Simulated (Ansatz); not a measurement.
Abridged output of a molecular run in Ansatz:

```
Functional definition: HF
1144 factors; integrals over basis functions are off by at most 1.1e-3 eV
mean field evaluation 1: about -17370.2627 eV, gradient 3.2e1 eV
mean field evaluation 2: about -17370.2668 eV, gradient 3.2e1 eV
mean field evaluation 4: about -17374.2085 eV, gradient 3.2e0 eV
mean field evaluation 8: about -17374.3241 eV, gradient 2.1e-1 eV
mean field evaluation 16: about -17374.3329 eV, gradient 3.0e-6 eV
mean field -17374.33290452 eV, -638.4949574954 hartree, gradient 3.0e-6 eV, S^2 0.756176; 4 other end points of the search recorded, 0 dependent functions left out
9 core orbitals not correlated: weight in the atoms' cores, before any rotation towards them, 1.000 or more for the frozen orbitals, at most 0.000 for the correlated occupied ones
reference -17374.33290452 eV, -638.4949574954 hartree; 16, 15 occupied and 155, 156 virtual orbitals, 1144 factors
second order -27.90128993 eV of doubles, -0.00000000 eV of singles
cycle   1  -27.69825967 eV  change    2.0e-1 eV  update   1.0e-1
cycle   2  -28.20987838 eV  change   -5.1e-1 eV  update   2.8e-2
cycle   3  -28.33331736 eV  change   -1.2e-1 eV  update   1.7e-2
cycle   4  -28.32613005 eV  change    7.2e-3 eV  update   5.7e-3
cycle   5  -28.32237344 eV  change    3.8e-3 eV  update   4.2e-3
cycle   6  -28.32656388 eV  change   -4.2e-3 eV  update   2.0e-3
cycle   7  -28.32763569 eV  change   -1.1e-3 eV  update   1.1e-3
cycle   8  -28.32736878 eV  change    2.7e-4 eV  update   5.8e-4
cycle   9  -28.32745363 eV  change   -8.5e-5 eV  update   4.8e-4
cycle  10  -28.32712888 eV  change    3.2e-4 eV  update   4.0e-4
cycle  11  -28.32733782 eV  change   -2.1e-4 eV  update   3.4e-4
cycle  12  -28.32749048 eV  change   -1.5e-4 eV  update   2.9e-4
cycle  13  -28.32749634 eV  change   -5.9e-6 eV  update   2.7e-4
cycle  14  -28.32754328 eV  change   -4.7e-5 eV  update   2.6e-4
cycle  15  -28.32750581 eV  change    3.7e-5 eV  update   2.5e-4
cycle  16  -28.32742390 eV  change    8.2e-5 eV  update   2.3e-4
cycle  17  -28.32753720 eV  change   -1.1e-4 eV  update   1.9e-4
cycle  18  -28.32762323 eV  change   -8.6e-5 eV  update   1.2e-4
cycle  19  -28.32761503 eV  change    8.2e-6 eV  update   6.6e-5
cycle  20  -28.32766179 eV  change   -4.7e-5 eV  update   3.0e-5
cycle  21  -28.32766744 eV  change   -5.7e-6 eV  update   1.3e-5
perturbative correction -0.85390378 eV, -0.0313803851 hartree
Total energy: -17403.51447574 eV, -639.5673604577 hartree
Checks for a lower state left out: cluster_reference
```

Its atoms:

```xyz
6

O     1.129    1.238   -0.358
Si    0.066   -0.023   -0.368
O    -0.084   -0.534    1.150
F     0.560   -1.240   -1.224
F    -1.273    0.485   -1.023
H    -0.398    0.073    1.823
```

Problem. Which basis set was used?
A. def2-TZVPP
B. cc-pV(Q+d)Z
C. def2-SVP
D. def2-TZVPPD

Solution. A. It gives 180 functions.

Problem. Write the keys of the input that set method, charge and spin (a neutral closed shell needs none for the last two).

Solution. 
```yaml
magnetization: {spin_polarized: true, initial_magnetization: 1}
correlation: {method: ccsd_t}
scf: {omitted_lower_state_checks: [cluster_reference]}
```
